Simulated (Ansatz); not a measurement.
All values below come from B3LYP-D3(BJ)/def2-TZVP // PBE0-D3(BJ)/def2-SVP (Ansatz, an electronic-structure program). Gas-phase values, no solvent. One relaxed conformer stands for a flexible species; it need not be the lowest. B3LYP has the VWN-RPA correlation part, as in Gaussian.  In the def2 sets, heavy atoms carry core potentials.

Reference species (SMILES): `[CH3][Sn]([OH])([OH])[OH]` (neutral, multiplicity 1).

```
Quantity                                   Value
--------------------------------------  --------
HOMO                                    -8.13 eV
vertical ionisation energy (Delta-SCF)  10.26 eV
HOMO–LUMO gap                            6.86 eV
LUMO                                    -1.26 eV
```

Changed species: `C[CH2][Sn]([OH])([OH])[OH]` (Y = ethyl; the reference has Y = methyl).

**Question.** What does the change do to the HOMO, vertical ionisation energy (Delta-SCF), HOMO–LUMO gap and LUMO?

**Answer.** the HOMO goes up by 0.26 eV, to -7.87 eV; the vertical ionisation energy (Delta-SCF) falls by 0.38 eV, to 9.88 eV; the HOMO–LUMO gap falls by 0.23 eV, to 6.63 eV; the LUMO goes up by 0.02 eV, to -1.24 eV.
